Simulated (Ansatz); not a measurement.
Reaction (ligand exchange at a Ti–N bond): `CC[N](C)[Ti]([OH])([OH])[OH]` + H–F → `[OH][Ti]([OH])([OH])[F]` + `CCNC`

Calculated with Ansatz (gas phase, PBE0-D4/def2-TZVP geometries, no zero-point term in ΔE). CCSD(T)/CBS is the MP2 limit (def2-TZVPP, def2-QZVPP) plus CCSD(T) − MP2 in def2-TZVPP, frozen cores. This one scheme is used for every species. Functionals use def2-TZVPP. HSE06 is defined as in plane-wave codes. For Ti outer-core shells are correlated without core-valence functions, which leaves a few kJ/mol of doubt a bond. Scalar relativity is left out up to krypton. Each species was taken in one conformer, which may not be the lowest.

| level | ΔE (kcal/mol) | difference from CCSD(T)/CBS |
| --- | --- | --- |
| PBE-D4 | -23.2 | -3.9 |
| r2SCAN-D4 | -25.1 | -5.8 |
| PBE0-D4 | -23.5 | -4.2 |
| HSE06-D4 | -23.5 | -4.2 |
| revPBE | -28.6 | -9.3 |
| BLYP | -29.5 | -10.2 |
| CAM-B3LYP | -29.3 | -10.0 |
| HF/def2-SVP | -31.3 | -12.0 |
| CCSD/def2-SVP | -25.0 | -5.7 |
| MP2/def2-TZVPP | -19.0 | 0.3 |
| CCSD(T)/CBS | -19.3 | 0 |

Largest T1 diagnostic among the species: 0.023, so the coupled-cluster value is less sure than usual.

In def2-TZVPP, CCSD(T) changes the Hartree–Fock value by +12.9 kcal/mol (the triples alone add +2.6 kcal/mol) and MP2 by +14.7 kcal/mol. Leaving LDA and LC-ωPBE aside and taking each functional with its dispersion term where it has one, the values, not all of them listed here, spread over 4.6 kcal/mol, from ωB97X-V to revPBE-D4. LDA lies +4.4 kcal/mol from PBE without D4.

CCSD(T)/CBS has its own doubt, a few kJ/mol and more with outer-core shells, so smaller differences from it don't rank the levels.
